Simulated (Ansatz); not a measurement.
Molecule: CH$_{2}$BF$_{2}$, charge -1, multiplicity 1. It need not be the lowest isomer of its formula. Whether it binds its extra electron was not tested at this geometry. 
Coordinates optimised at B3LYP-D3(BJ)/def2-TZVP (Ansatz, a first-principles code):
SMILES: [CH2-]B(F)F
```xyz
6

B     -0.0582    -0.0109     0.0045
F      0.5852     1.1491     0.4342
F      0.8862    -0.8746    -0.5489
C     -1.4756    -0.2753     0.1150
H     -2.1704     0.4344     0.5564
H     -1.9275    -1.1990    -0.2371
```
Charge -1, spin multiplicity 1.

Basis-set convergence of Hartree-Fock and CCSD correlation energies (hartree) with Ansatz. Correlated levels leave the core frozen unless marked. No spin-orbit coupling. No relativistic terms.

```
basis        functions       E(HF)  E(corr, CCSD)
-----------  ---------  ----------  -------------
aug-cc-pVDZ        110  -262.73122       -0.66920
aug-cc-pVTZ        230         [?]            [?]
```

Problem. Fill in the missing entries.

Solution. 
- aug-cc-pVTZ, E(HF): -262.80810
- aug-cc-pVTZ, E(corr, CCSD): -0.81515
